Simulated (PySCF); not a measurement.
Frontier orbitals and the lowest excitations

Compound: C2H11PSSi2.
Cartesian coordinates in Å at the GFN2-xTB level; atoms count from 1:
```xyz
17
C2H11PSSi2 angstrom
C     -2.7517   -0.1472   -0.7341
C     -2.2451    0.5830    0.4923
S     -0.4674    1.0096    0.3692
Si     0.4503   -0.8808    0.7918
P      2.6636   -0.7660    0.9454
Si     3.2432    0.4691   -0.8267
H     -3.8240   -0.3122   -0.6476
H     -2.5607    0.4417   -1.6279
H     -2.2599   -1.1111   -0.8408
H     -2.7489    1.5415    0.6087
H     -2.3832   -0.0063    1.3974
H      0.1237   -1.8354   -0.2678
H     -0.0992   -1.3399    2.0679
H      2.6916    0.2753    1.8451
H      2.5072    1.7295   -0.9092
H      4.6754    0.7200   -0.6707
H      2.9780   -0.3587   -2.0030
```

Computed with TDDFT CAM-B3LYP/def2-SVPD, vertical, gas phase, core orbitals frozen in the response in PySCF 2.14.0, density-fitted response routines.

Frontier orbitals with the atoms that hold most of them (Löwdin shares over 4%, at most four atoms; ? is withheld):

```csv
orbital,ε (eV),atoms
HOMO-3,-10.12,"P5 31%, Si6 19%, Si4 14%, S3 12%"
HOMO-2,-9.76,"S3 45%, Si4 15%, C2 9%, P5 9%"
HOMO-1,-8.52,?
HOMO,?,?
LUMO,0.74,"S3 20%, Si4 16%, Si6 16%, P5 12%"
LUMO+1,0.88,"Si6 25%, P5 17%, S3 14%, Si4 12%"
LUMO+2,1.05,"Si4 23%, P5 22%, S3 10%, H13 8%"
```

(1) Which atoms hold the HOMO-1, and with what shares?

(2) Give the leading atoms of the HOMO.

(3) What is the HOMO energy, and the HOMO–LUMO gap?

Results:

(1) P5 (bonded to 2 Si and H) 56%; S3 (bonded to C and Si) 11%; Si6 (bonded to P and 3 H) 10%; Si4 (bonded to P, S and 2 H) 10%. By element: phosphorus 56%, silicon 19%, sulfur 11%.

(2) S3 (bonded to C and Si) 66%; Si4 (bonded to P, S and 2 H) 9%; C2 (bonded to C, S and 2 H) 8%; P5 (bonded to 2 Si and H) 4%.

(3) ε(HOMO) = -8.14 eV; the gap is 8.88 eV (0.3262 hartree).

Q: The HOMO–LUMO gap is 8.88 eV. Where does the response calculation put the lowest singlet, and from which orbitals?

A: S1 is at 5.60 eV (f = 0.0032), 3.28 eV below the gap, made of HOMO→LUMO (57%), HOMO→LUMO+1 (17%). 

Next come S2 at 5.99 eV (f 0.0085), HOMO→LUMO+1 (50%), HOMO→LUMO+3 (19%), HOMO→LUMO (13%); S3 at 6.16 eV (f 0.024), HOMO-1→LUMO (28%), HOMO-1→LUMO+2 (15%), HOMO-1→LUMO+1 (12%); S4 at 6.33 eV (f 0.044), HOMO-1→LUMO (41%), HOMO-1→LUMO+1 (33%); S5 at 6.50 eV (f 0.072), HOMO→LUMO+2 (45%), HOMO-1→LUMO+1 (31%).

One conformer stands for the species.

Without π bonds the low states are Rydberg-like; a valence basis with one diffuse set may place them up to an eV too high.
